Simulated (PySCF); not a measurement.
**From computed data to an observable: refractive index and permittivity of the vapour**

1-ethenylcyclopropan-1-amine (C5H9N), SMILES C=CC1(N)CC1.

The structure is a stationary point at PBE0-D3(BJ)/def2-SVP. One conformer was computed; it need not be the lowest.

PBE/def2-TZVP in PySCF gives a mean static polarisability of 70.2 bohr³ and a dipole moment of 1.63 D. Take an ideal gas at 298.15 K and 1 bar, whether or not the substance is that volatile.

Task: Work out n − 1 in the optical limit and the static ε − 1.

Result: 
Polarisability volume α' = 70.2 × 0.148185 = 10.40 Å³. Number density N = p/kT = 2.43e-5 Å⁻³.
Dilute limit of Lorentz–Lorenz: n − 1 = 2π N α' = 0.0016.
Orientation term of Debye: μ²/(3kT) = 8.098 Å³ × μ²(D²) = 21.52 Å³.
ε − 1 = 4π N (α' + μ²/3kT) = 0.0097. Orientation of the dipole supplies 67 % of the static response; it can't follow optical fields. Vibrational polarisation and dispersion are left out.
